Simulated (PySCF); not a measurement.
C4H8, triplet, geometry from GFN2-xTB (a higher spin typed on purpose: for a closed-shell molecule this is an excited state). Base run: B3LYP/STO-3G in PySCF.

Geometry (Å):
```xyz
12

C     -1.1562    -0.8792    -0.0405
C     -0.0126     0.0835     0.0119
C      1.3652    -0.4891    -0.0939
C     -0.2279     1.4922     0.1452
H     -1.0165    -1.6859     0.6840
H     -1.2294    -1.3475    -1.0281
H     -2.0972    -0.3770     0.1695
H      1.5958    -1.1167     0.7735
H      2.1107     0.2997    -0.1536
H      1.4535    -1.1258    -0.9787
H     -0.3512     2.1353    -0.7144
H     -0.2768     1.9734     1.1115
```
Charge 0, spin multiplicity 3.
Orbitals are unrestricted.
All else is at PySCF's defaults.
Base energy -155.21903 Eh.

The base run was repeated with changes; each row names its change, and settings that it needs were set with it.

| change | ΔE vs base (µEh) | grid points | electrons on the grid |
|---|---|---|---|
| base | 0.0 | 134936 | 32.00001 |
| grids.atom_grid = (50, 194) | 1.8 | 79440 | 31.99999 |
| grids.atom_grid = (150, 974) | 3.0 | 978000 | 32.00000 |
| grids.prune = dft.gen_grid.treutler_prune | -0.4 | 115496 | 32.00001 |
| grids.prune = dft.gen_grid.sg1_prune | 3.3 | 59800 | 31.99997 |
| grids.level = 5 | 3.1 | 360232 | 32.00000 |
| small_rho_cutoff = 0 | 0.0 | 134936 | 32.00001 |
| grids.radi_method = gauss_chebyshev | 0.1 | 131624 | 32.00001 |
| grids.level = 0 | -9674 | 9304 | 31.99839 |
| grids.level = 4 | 2.9 | 240096 | 32.00000 |
| grids.level = 1 | -0.7 | 40496 | 32.00003 |

Open shells are given as the SCF converged; they aren't shown to be the lowest states, and a large step between rows can be another state.
